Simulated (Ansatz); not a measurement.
All values below come from frozen-core CCSD(T)/cc-pVTZ // B3LYP-D3(BJ)/def2-SVP run with Ansatz (a quantum-chemistry and plane-wave program). The restricted HF reference is unstable towards unrestricted orbitals.

Ansatz 0.2 input:
```yaml
crystal:
  periodic: [false, false, false]
  atoms:
    - { symbol: B, position_ang: [-1.905099, -0.344795, 0.203872] }
    - { symbol: C, position_ang: [-0.431642, 0.005329, -0.022267] }
    - { symbol: C, position_ang: [-0.0404, 1.042869, -0.857893] }
    - { symbol: S, position_ang: [1.668441, 1.242879, -0.951122] }
    - { symbol: C, position_ang: [1.887538, -0.096854, 0.158012] }
    - { symbol: F, position_ang: [3.118237, -0.451042, 0.499884] }
    - { symbol: C, position_ang: [0.715069, -0.651624, 0.564798] }
    - { symbol: H, position_ang: [-2.762033, 0.294454, -0.356558] }
    - { symbol: H, position_ang: [-2.219328, -1.251932, 0.935492] }
    - { symbol: H, position_ang: [-0.6914, 1.704644, -1.428341] }
    - { symbol: H, position_ang: [0.660619, -1.493931, 1.254125] }
basis:
  gaussian: { orbitals: cc-pVTZ }
correlation:
  method: ccsd_t
```

Output:

```
Functional definition: HF
1592 factors; integrals over basis functions are off by at most 8.8e-4 eV
mean field evaluation 1: about -18376.8122 eV, gradient 4.0e1 eV
mean field evaluation 2: about -18377.2608 eV, gradient 4.0e1 eV
mean field evaluation 4: about -18381.7679 eV, gradient 5.3e0 eV
mean field evaluation 8: about -18381.9028 eV, gradient 5.3e-1 eV
mean field evaluation 16: about -18381.9052 eV, gradient 2.4e-6 eV
mean field -18381.90515440 eV, -675.5225547213 hartree, gradient 2.4e-6 eV, S^2 0.000000; 0 other end points of the search recorded, 0 dependent functions left out; unrestricted orbitals would lower it
11 core orbitals not correlated
reference -18381.90515440 eV, -675.5225547213 hartree; 18, 18 occupied and 241, 241 virtual orbitals, 1592 factors
second order -31.21833059 eV of doubles, -0.00000000 eV of singles
cycle   1  -30.97850742 eV  change    2.4e-1 eV  update   1.4e-1
cycle   2  -31.81864596 eV  change   -8.4e-1 eV  update   4.3e-2
cycle   3  -32.00909472 eV  change   -1.9e-1 eV  update   2.1e-2
cycle   4  -31.99400897 eV  change    1.5e-2 eV  update   5.6e-3
cycle   5  -31.99064946 eV  change    3.4e-3 eV  update   3.3e-3
cycle   6  -31.99236625 eV  change   -1.7e-3 eV  update   1.3e-3
cycle   7  -31.99191621 eV  change    4.5e-4 eV  update   6.4e-4
cycle   8  -31.99152521 eV  change    3.9e-4 eV  update   2.6e-4
cycle   9  -31.99157521 eV  change   -5.0e-5 eV  update   9.9e-5
cycle  10  -31.99164052 eV  change   -6.5e-5 eV  update   3.2e-5
cycle  11  -31.99158813 eV  change    5.2e-5 eV  update   1.7e-5
cycle  12  -31.99160236 eV  change   -1.4e-5 eV  update   8.1e-6
perturbative correction -1.61968324 eV, -0.0595222614 hartree
Total energy: -18415.51644000 eV, -676.7577466847 hartree
```

Cost: about 26 core-minutes (a rough figure).
